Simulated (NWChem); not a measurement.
Polarisability of SSn

```
Sn
S 1 2.2226
```
Charge 0, spin multiplicity 1.

All runs are NWChem calculations. Structure: optimised with PBE0/def2-SVP with def2 effective core potentials on Sn, a minimum by its harmonic frequencies.

Basis set: def2-SVPD. Static limit.

```tsv
method	isotropic polarisability (bohr³)	difference from CCSD linear response
B3LYP	64.65	-3.62
HF	63.66	-4.61
LDA (SVWN5)	64.68	-3.59
PBE	65.39	-2.88
CCSD linear response	68.27	0.00
```

The values span 4.61 bohr³, from HF (lowest) to CCSD linear response (highest). 

Effective core potentials replace the inner electrons of Sn; spin-orbit coupling is left out. The correlated methods keep 9 core orbitals frozen. B3LYP has NWChem's definition, with VWN1-RPA local correlation. The structure started from a generated list of species. No row is a measurement; the coupled-cluster row has its own basis-set and correlation limits.
